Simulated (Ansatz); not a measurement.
```yaml
atoms:
  - { symbol: Si, position_ang: [0.0000, 0.0000, 1.0723] }
  - { symbol: Si, position_ang: [0.0000, 0.0000, -1.0723] }
  - { symbol: F, position_ang: [0.0000, 0.0000, 2.6951] }
  - { symbol: F, position_ang: [0.0000, 0.0000, -2.6951] }
```

Basis set: pcseg-2 (spherical functions). Charge 0, multiplicity 3.

Computed with Ansatz (development build ahead of 0.2.0); each method stands on the lowest determinant of its kind that the runs found. Restricted functionals stand beside restricted open-shell atoms, which can lie above the unrestricted atoms usual in DFT and then raise those values.

(1) Give the atomization energy at this shape (free ground-state atoms in the same class of orbitals less the molecule, no zero-point energy) of triplet Si₂F₂ by PBE (unrestricted), PBE (restricted open-shell).

## Answers

(1)

```csv
method,atomization energy
PBE (unrestricted),298.92 kcal/mol
PBE (restricted open-shell),301.50 kcal/mol
```

Caution: other spin multiplicities may lie lower.

The shape needn't be a minimum at these levels.
